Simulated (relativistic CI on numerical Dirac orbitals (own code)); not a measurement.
**Hyperfine structure of Tl⁴¹⁺, mass number 203**

Method of calculation: Dirac-Coulomb-Breit CI, KLI orbitals optimised for each configuration, model QED (radiative potential, 1s self-energy scaled to tabulated hydrogen-like ionisation energies), unscaled Slater integrals (own radial code, finite nucleus).

CI space (outside the closed core [Ar] 3d10): 4s2.4p6.4d4, 4s2.4p6.4d3.4f, 4s2.4p5.4d5, 4s.4p6.4d5, 4s.4p6.4d4.4f, 4s2.4p6.4d3.5s, 4s2.4p6.4d3.5d, 4s2.4p6.4d3.5g, 4p6.4d6, 4p5.4d7, 4s2.4p6.4d2.5s2, 4s2.4p6.4d.4f.5s2, 4s.4p6.4d2.4f.5s2, 4s2.4p6.4d.5s2.5d. Double excitations out of closed p, d and f shells are left out; levels of such configurations are missing from the list, as are those of other unlisted configurations, and high levels can miss mixing partners.

Nuclear spin I = 1/2, μ = 1.616 μN (tables of Stone and Pyykkö). The electronic factors are computed for point nuclear moments, without core polarisation or the Bohr-Weisskopf and QED corrections.

```json
{"Level": "4s2.4p6.4d4 5D_1", "E (cm⁻¹)": "203241", "A (MHz)": "-7920"}
{"Level": "4s2.4p6.4d4 5D_2", "E (cm⁻¹)": "443894", "A (MHz)": "21720"}
{"Level": "4s2.4p6.4d4 3H_5", "E (cm⁻¹)": "477225", "A (MHz)": "69630"}
{"Level": "4s2.4p6.4d4 1I_6", "E (cm⁻¹)": "490962", "A (MHz)": "74080"}
{"Level": "4s2.4p6.4d4 3G_4", "E (cm⁻¹)": "508633", "A (MHz)": "79630"}
```

Levels with J = 0, under 50 % of one LS term, or S terms without an open s electron are left out. Small factors come from cancelling terms and can be off by tens of per cent or more.

At this charge energies of transitions that change n are usually good to better than 1 %, and those within a shell (Δn = 0) to a few per cent.

Give the hyperfine levels of 4s2.4p6.4d4 3H_5 relative to its centre of gravity.

With K = F(F + 1) − I(I + 1) − J(J + 1), E = AK/2: F = 9/2: -208900, F = 11/2: 174100 MHz.

LS names give the leading component of a level, which can be under half, so a name can repeat, a term be missing and a line seem to break the LS rules.
